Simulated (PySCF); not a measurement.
**Removal energies of Ho³⁹⁺ from EOM-IP-GCCSD**

Reference: closed-shell Ho³⁹⁺, [Ar] 3d10; one electron is removed. Calculated with PySCF 2.14, two-component X2C-1e with screened spin-orbit coupling, an uncontracted even-tempered set (18 s from 2.8 bohr⁻², ratio 2.6; 15 p from 3.6 bohr⁻², ratio 2.6; 10 d from 3.6 bohr⁻², ratio 2.6; 6 f from 3.7 bohr⁻², ratio 2.8); frozen [Ar]; the 98 highest virtual spinors dropped; of the others 70 kept and the rest restored at second order. No Breit or QED terms. Binding energies in eV.

```json
{"level": "3d3/2", "Koopmans": "3065.9"}
{"level": "3d5/2", "Koopmans": "3023.9"}
```

Task: How does correlation move these levels?

Result: 3d3/2: second order 3065.1, EOM-CCSD 3065.2; 3d5/2: second order 3023.3, EOM-CCSD 3023.3.

For comparison, the ionisation energy of Ho³⁹⁺ is 3018 ± 4 eV (theoretical estimate listed by NIST; NIST Atomic Spectra Database, ionization energies).
